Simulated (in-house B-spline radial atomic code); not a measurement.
Computed with a B-spline radial atomic code. Model: two electrons, singlet ground state, non-relativistic, full CI in B-splines with partial waves to l = 8 (at full coupling up to 3e-4 hartree above the limit, correlation up to 0.6 % small), density held at that of full coupling by Lieb maximisation.

Along the adiabatic connection the electron repulsion is scaled by a coupling λ while a local potential keeps the density fixed. At λ = 0 the system is the Kohn-Sham one and W equals the exchange energy; the exchange-correlation energy is the area under W between 0 and 1. The kinetic energy rises with λ as the electrons avoid each other, with dT/dλ = −λ dW/dλ.

Command:
```bash
python run_ac.py task.json out
```
Settings (lengths in bohr, energies in hartree):
```
potential              ball
strength               1
lmax                   8
wall_radius            2.16
```

Run time, properties included: 6 s on 1 thread of Intel(R) Xeon(R) Processor @ 2.30GHz, on a shared host.

**W = mean repulsion less Hartree energy, and W of three functionals.**

Given: confinement empty hard sphere; hard wall radius 2.16 bohr; external potential zero inside.

Computed: LDA exchange minus exact 105.34 millihartree; SCAN exchange minus exact -9.7936 millihartree.

```tsv
coupling	W xc (hartree)	W xc minus exchange (millihartree)	kinetic minus Kohn-Sham (millihartree)	LDA (PW92) W minus its exchange (millihartree)	PBE W minus its exchange (millihartree)	SCAN W minus its exchange (millihartree)
0	-0.80014	0	0	0	0	0
0.02	?	?	?	?	?	?
0.05	-0.80573	-5.595	0.14	-23.48	-9.93	-4.8
0.12	-0.81327	-13.131	0.78	-44.5	-21.87	-11.18
0.25	-0.8264	-26.265	3.2	-73.42	-40.7	-22.25
0.4	-0.84028	-40.139	7.69	-99.13	-59.02	-34.02
0.6	-0.85688	-56.744	15.96	-126.54	-79.75	-48.32
0.8	-0.8716	-71.464	26.23	-149.07	-97.53	-61.27
1	?	?	?	?	?	?
1.4	-0.90691	-106.77	64.49	-199.83	-139.46	-93.91
2	-0.93273	-132.59	108	-236.09	-170.66	-119.62
3	-0.96288	-162.75	182.35	-279.46	-209.01	-152.19
4.5	-0.99158	-191.44	288.18	-323.3	-248.64	-186
7	-1.0193	-219.17	444.23	-369.54	-291.17	-220.81
10	-1.0386	-238.45	605.68	-404.6	-323.8	-245.17
```

(1) What belongs in the row 0.02?

(2) What belongs in the row 1?

(3) What is the PBE exchange minus exact?

**Energy parts, natural occupations and partial-wave weights.**

Computed: total energy 2.8824 hartree; kinetic part of the DFT correlation energy 0.037997 hartree; initial slope twice GL2 -0.1137 hartree; kinetic part over minus potential part 0.44933; Hartree energy 1.6003 hartree; Kohn-Sham kinetic 2.1288 hartree; Lieb Oxford ratio E_xc over LDA exchange 1.2186.

```
natural  occupation of the shell (electrons)
      s                               1.9698
      p                             0.028408
      d                           0.00091014
      s                                    ?
      f                           0.00011278
      p                           9.6849e-05
```

(4) What belongs in the row s?

```
wave      weight
   s      0.9852
   p    0.014255
   d  0.00046686
   f           ?
   g  1.3335e-05
```

(5) What belongs in the row f?

(6) What is the correlation energy?

(7) What is the exchange energy?

Answers

(1) W xc (hartree): -0.8024; W xc minus exchange (millihartree): -2.259; kinetic minus Kohn-Sham (millihartree): 0.02; LDA (PW92) W minus its exchange (millihartree): -11.55; PBE W minus its exchange (millihartree): -4.17; SCAN W minus its exchange (millihartree): -1.95.

(2) W xc (hartree): -0.8847; W xc minus exchange (millihartree): -84.563; kinetic minus Kohn-Sham (millihartree): 38; LDA (PW92) W minus its exchange (millihartree): -168.27; PBE W minus its exchange (millihartree): -113.11; SCAN W minus its exchange (millihartree): -73.1.

(3) 32.62 millihartree.

(4) occupation of the shell (electrons): 0.00059522.

(5) weight: 6.0012e-05.

(6) -0.046567 hartree.

(7) -0.80014 hartree.

Half-way to full coupling W has made 57 % of its drop, against 50 % for a straight line, and second-order (GL2) theory, half the initial slope, overshoots the correlation energy by about 22 %: a moderate bend, as in light atoms. Over couplings 0 to 1 the errors in E_xc come to about +46 millihartree for LDA, +13 millihartree for PBE, -3.0 millihartree for SCAN, so SCAN is nearest. In LDA and PBE and SCAN the errors of exchange and correlation have opposite signs, so the sum is smaller than the larger of the two.
